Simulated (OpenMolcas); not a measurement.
## Fe2+: moving or changing the point charges

Fe2+ among 6 point charges of -1.5 e arranged as a trigonal prism (D3h), 2.12 Å from the ion, with a polar angle of 52.5° against the regular 49.1°.

```
Program             : OpenMolcas 26.06
Method              : CASSCF
Basis               : ANO-RCC-VDZP [5s4p2d1f]
Scalar Hamiltonian  : DKH2, point nucleus
Active space        : 6 electrons in 5 orbitals (3d)
State averaging     : 2S+1 = 5 even, 5 roots; 2S+1 = 3 even, 45 roots; 2S+1 = 1 even, 50 roots
Spin-orbit coupling : state interaction with AMFI integrals over the reference wave functions
```

Runs around this geometry, states (labels of D3, the rotations of D3h). Energies in cm-1 above the lowest state or level, χT in cm3 K/mol.

```json
{"R (Å)": "2.12", "q (e)": "-1.5", "Polar angle / regular": "0.98", "Ground state": "5E", "First state of that spin": "5A1 3372", "First gap with spin-orbit (degeneracies)": "207.0 (2, 2)", "χT at 300 K": "4.904", "First state of another spin": "3A2 22518"}
{"R (Å)": "2.12", "q (e)": "-1.2", "Polar angle / regular": "1.07", "Ground state": "5E", "First state of that spin": "5A1 474.7", "First gap with spin-orbit (degeneracies)": "199.2 (2, 2)", "χT at 300 K": "4.965", "First state of another spin": "3A2 21799"}
{"R (Å)": "1.99", "q (e)": "-1.5", "Polar angle / regular": "1.07", "Ground state": "5E", "First state of that spin": "5A1 897.4", "First gap with spin-orbit (degeneracies)": "203.8 (2, 2)", "χT at 300 K": "4.909", "First state of another spin": "3A2 21317"}
{"R (Å)": "2.12", "q (e)": "-1.5", "Polar angle / regular": "1.07", "Ground state": "5E", "First state of that spin": "5A1 719.3", "First gap with spin-orbit (degeneracies)": "202.4 (2, 2)", "χT at 300 K": "4.943", "First state of another spin": "3A2 21673"}
{"R (Å)": "2.36", "q (e)": "-1.5", "Polar angle / regular": "1.07", "Ground state": "5E", "First state of that spin": "5A1 547.7", "First gap with spin-orbit (degeneracies)": "196.0 (2, 2)", "χT at 300 K": "5.006", "First state of another spin": "3A2 22023"}
```

Taking the first state of the same spin as R^-n, n = -ln(547.7 / 897.4) / ln(2.36 / 1.99) = 2.9 between the shortest and longest distance.

Scaling the charges by -1.2 / -1.5 = 0.80 scales the first state of the same spin by 474.7 / 719.3 = 0.66; with fixed orbitals a first-order splitting would follow the charge.

An orbital doublet at a regular site is open to a Jahn-Teller distortion, which this geometry leaves out. Without dynamic correlation the repulsion within the d shell is too large (B by tens of per cent), so at a given field states of lower spin stand too high. The ground term spreads over less than 5000 cm-1, several times less than with real ligands, so orbital moments are less quenched and χT lies further from the spin-only value than at real sites (holds for R = 2.12, q = -1.2, ratio = 1.07; R = 1.99, q = -1.5, ratio = 1.07; R = 2.12, q = -1.5, ratio = 1.07; R = 2.36, q = -1.5, ratio = 1.07). This is an electrostatic model: the charges have no orbitals. No measured value stands beside these numbers.
